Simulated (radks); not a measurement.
The titanium anion Ti- inside a hard spherical wall (all orbitals vanish at R), configuration held at [Ar] 3d3 4s2 and not refilled when levels cross. Method: scalar-relativistic Kohn-Sham, PBE, spin-polarised, spherical densities, finite nucleus; open shells are filled with parallel spins first; Fermi nuclear charge, rms radius 3.5921 fm; computed with a radial shooting solver on a logarithmic mesh with Libxc functionals. Eigenvalues in eV for spin up, with the zero of energy where the potential of the charges vanishes at infinity; a dash marks a level that is unbound or too diffuse for the functional's potential to be trusted. A positive occupied level is held by the wall or, in an anion where self-interaction has pushed it up, behind a barrier. The pressure on the wall is -dE/dV.

R (bohr)	E (hartree)	kinetic (hartree)	e(3s)	e(3p)	e(4s)	e(3d)	e(4p, empty)	e(5s, empty)	pressure (GPa)
15	-853.62158	860.798	-55.324	-31.683	0.338	2.177	2.291	2.881	0.00650
12	-853.61777	860.812	-54.970	-31.331	0.577	2.502	2.719	4.158	0.0387
8	-853.57954	860.955	-53.311	-29.678	1.798	4.015	4.576	9.850	0.984
5	-853.25351	861.940	-47.290	-23.769	7.669	9.467	12.463	32.612	28.9
4	-852.71309	863.418	-41.881	-18.542	15.452	14.734	22.254	58.959	131
3.5	-852.09374	865.121	-37.578	-14.387	23.605	19.269	32.087	84.102	322
2.5	-848.02064	876.824	-20.081	3.253	69.931	39.844	83.641	205.55	3250
2	-840.38787	897.975	2.527	27.339	142.66	67.428	158.73	369.96	14800
